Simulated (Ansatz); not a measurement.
Species: AsH₄ (charge +1, singlet). SMILES: [AsH4+]
Structure (B3LYP-D3(BJ)/def2-TZVP (Ansatz, a first-principles code) minimum search):
```
As
H 1 1.4913
H 1 1.4913 2 109.47
H 1 1.4913 2 109.47 3 -120.00
H 1 1.4913 2 109.47 4 -120.00
```
Charge +1, spin multiplicity 1.

Parts of the frozen-core correlation energy in cc-pVDZ (Ansatz, hartree). Frozen orbitals: 14; correlated occupied orbitals by spin: 4 and 4; virtual: 29 and 29. No spin-orbit coupling. No relativistic terms.

```json
[
 {"term": "reference (HF)", "value": "-2236.20318"},
 {"term": "MP2 opposite-spin", "value": "-0.10441"},
 {"term": "MP2 same-spin", "value": "-0.01546"},
 {"term": "CCSD correlation", "value": "-0.14892"},
 {"term": "(T)", "value": "-0.00283"},
 {"term": "CCSDT minus CCSD(T)", "value": "-0.00058"},
 {"term": "CCSDT(Q) minus CCSD(T)", "value": "-0.00066"},
 {"term": "T1 diagnostic", "value": "0.009"},
 {"term": "largest doubles amplitude", "value": "0.044"}
]
```
